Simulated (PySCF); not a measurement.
MoCl4, triplet: computed properties

Method: UPBE0/[Mo def2-TZVP with ECP28, Cl def2-TZVP], scalar-relativistic core potentials, density fitting, no spin–orbit coupling, PySCF.

The structure is a minimum.

Z-matrix (Å, degrees; charge 0 multiplicity 3):
```
Mo
Cl 1 2.2269
Cl 1 2.2269 2 109.47
Cl 1 2.2269 2 109.47 3 120.00
Cl 1 2.2269 2 109.47 3 -120.00
```

* Point group: Td
* Bond lengths: Mo–Cl 2.227 Å (×4)
* Bond angles: Cl–Mo–Cl 109.5° (×6)
* Dipole moment: 0.00 D
* Rotational symmetry number: 12
* Heat capacity Cp at 298.15 K: 97.5 J/(mol K)
* Lowest empty level (α): -3.48 eV
* Rotational constants: 0.03645, 0.03645, 0.03645 cm⁻¹
* Spin squared ⟨S²⟩: 2.011
* Principal quadrupole moments (Buckingham, traceless) about the centre of mass: 0.00, 0.00, 0.00 D Å
* Enthalpy at 298.15 K above 0 K: 22.55 kJ/mol
* Atomisation energy without zero-point energy: 1454 kJ/mol
* Highest occupied level (α): -7.29 eV
* Entropy at 298.15 K and 1 bar (electronic part: spin only): 377.9 J/(mol K)
* Principal polarisabilities: 93.5, 93.5, 93.5 bohr³
* Zero-point energy: 13.3 kJ/mol

Harmonic modes (masses in u: Mo 97.905, Cl 34.969):
| symmetry | ω (cm⁻¹) | IR (km/mol, summed over degenerate members) | μ (u) |
| --- | --- | --- | --- |
| e | 98 | 0.0 | 34.97 |
| t2 | 99 | 12.0 | 41.71 |
| a1 | 401 | 0.0 | 34.97 |
| t2 | 441 | 297 | 44.63 |

In Td the vibrations span e + 2t2 + a1. The a1, e modes carry no infrared intensity, as symmetry demands.

Charges (e):
```json
{"atom": "Mo1", "Mulliken": "1.21", "Löwdin": "-0.49", "polar tensor": "2.15", "spin (Mulliken)": "1.73", "Mayer order to Mo1": "–"}
{"atom": "Cl2,3,4,5", "Mulliken": "-0.30", "Löwdin": "0.12", "polar tensor": "-0.54", "spin (Mulliken)": "0.07", "Mayer order to Mo1": "1.11"}
```

Mulliken populations on Mo1 (electrons outside its core potential): s 2.29, p 6.35, d 4.11, f 0.03.

Outer orbital energies (eV). α occupied: -10.60, -10.60, -10.60, -9.86, -9.86, -9.86, -7.29, -7.29; empty: -3.48, -3.48, -3.48, -0.04. β occupied: -11.01, -11.01, -10.43, -10.43, -10.43, -9.64, -9.64, -9.64; empty: -3.34, -3.34, -2.87, -2.87.

Formally Mo is in oxidation state +4, d2, with 2 unpaired electrons (the high-spin count). The Mulliken spin on Mo is 1.73. The polar-tensor charge on Mo, 2.15, is far below the formal one.

Other isomers or separated fragments may lie lower. With open d or f shells other occupations or spin states may lie lower.

The final relaxation and frequency run took 110 s on 4 threads of a shared Arm Neoverse V2 host, with 188 basis functions and 6 gradients; the process peaked at 2.2 GiB. Launch command: `OMP_NUM_THREADS=4 python axn.py task.json out`.
